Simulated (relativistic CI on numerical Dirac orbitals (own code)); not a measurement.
# Os⁶⁰⁺: q coefficients and field-shift factors

Computed by Dirac-Coulomb-Breit CI, separate exchange-only KLI orbitals for each configuration, derivatives by finite differences, unscaled Slater integrals, QED left out (own radial code, finite nucleus).

Configurations in the expansion (outside the closed core [Ne]): 3s2.3p4, 3s2.3p3.3d, 3s.3p5, 3p6, 3s.3p4.3d, 3s.3p3.3d2. Double excitations out of closed p, d and f shells are left out; levels of such configurations are missing from the list, as are those of other unlisted configurations, and high levels can miss mixing partners.

With x = (α/α₀)² − 1 an excitation energy changes as ω = ω₀ + qx; K = 2q/ω₀ is the relative enhancement. Terms are leading LS components, so labels can repeat. The field-shift factor is F = δν/δ⟨r²⟩ for the transition from the lowest level.

Lowest level 3s2.3p4 3P_2.

```
           Level  ω₀ (cm⁻¹)   q (cm⁻¹)      K  F (GHz/fm²)
    3s2.3p4 1S_0     182835      10840  0.119        0.396
3s2.3p3.3d 3D°_2    1952532     129700  0.133         21.9
3s2.3p3.3d 3P°_0    2025087     141300   0.14         22.5
3s2.3p3.3d 3D°_1    2026704     144500  0.143        0.136
3s2.3p3.3d 3F°_3    2030053     133800  0.132           28
3s2.3p3.3d 3F°_4    2720023     871600  0.641         50.3
3s2.3p3.3d 3D°_2    2781193     914300  0.658          -25
3s2.3p3.3d 3D°_3    2944193     899000  0.611         37.2
3s2.3p3.3d 3D°_1    3037815     915700  0.603         24.1
    3s2.3p4 3P_1    3189662  3.991e+06    2.5         -637
    3s2.3p4 1D_2    3271809  3.984e+06   2.44         -639
    3s.3p5 3P°_2    4739222  4.342e+06   1.83        -8150
    3s.3p5 1P°_1    4911874  4.265e+06   1.74        -5450
```

At this charge energies of transitions that change n are usually good to better than 1 %, and those within a shell (Δn = 0) to a few per cent.
